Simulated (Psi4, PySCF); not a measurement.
C4H8ClGa, singlet, geometry from GFN2-xTB (such geometries of metal compounds can be far from the true shape), atoms displaced at random by about 0.08 Å a coordinate. Base run: B3LYP/STO-3G, gradient run with PySCF.

The PySCF input:
```python
from pyscf import gto, scf, dft

mol = gto.Mole()
mol.atom = '''
    Ga   -0.09094856   -0.06045070    0.01133596
    Cl   -0.05029384    0.02441205    1.97908694
    C     1.43789592    0.27669294   -1.30165106
    C     2.58488123    0.77799032   -0.35110634
    H     1.19362727    1.16739222   -2.01458717
    H     1.61920816   -0.56336914   -1.65048633
    H     3.06354809   -0.02554170    0.44616761
    H     2.42519299    1.65616704    0.22357113
    H     3.61164768    1.01292642   -0.98247974
    C    -1.97668081   -0.72315919   -0.73135920
    C    -2.09892826   -0.94153212   -1.93119603
    H    -2.69246607   -0.98102287    0.01208617
    H    -3.06445065   -1.17621520   -2.36640214
    H    -1.45378342   -0.65594759   -2.71383377
'''
mol.basis = 'sto-3g'
mol.verbose = 3
mol.build()

mf = dft.RKS(mol)
mf.xc = 'b3lyp'
mf.kernel()
g = mf.nuc_grad_method()
grad = g.kernel()
```

Programs used: Psi4, PySCF; a row that names a program was run with it.

The coordinate followed is x of atom 10.

The base run was repeated with changes; each row names its change, and settings that it needs were set with it.

```csv
change,dE/dx (Eh/bohr),net force (Eh/bohr)
base,-0.114776,0.000040
grids.level = 0; grid_response = on,-0.115352,0.000000
conv_tol = 1e-4,-0.115096,0.000040
density fitting = on,-0.114782,0.000040
code = psi4,-0.114773,0.000460
grids.level = 5; grid_response = on,-0.114779,0.000000
finite difference step (bohr) = 1e-4; conv_tol = 1e-11,-0.114776,-
grids.level = 1; grid_response = on,-0.114771,0.000000
grids.level = 5; grid_response = off,-0.114779,0.000006
grid_response = on,-0.114776,0.000000
grids.level = 1; grid_response = off,-0.114782,0.000468
finite difference step (bohr) = 1e-3; conv_tol = 1e-11,-0.114776,-
```

The net force is zero for an exact gradient.
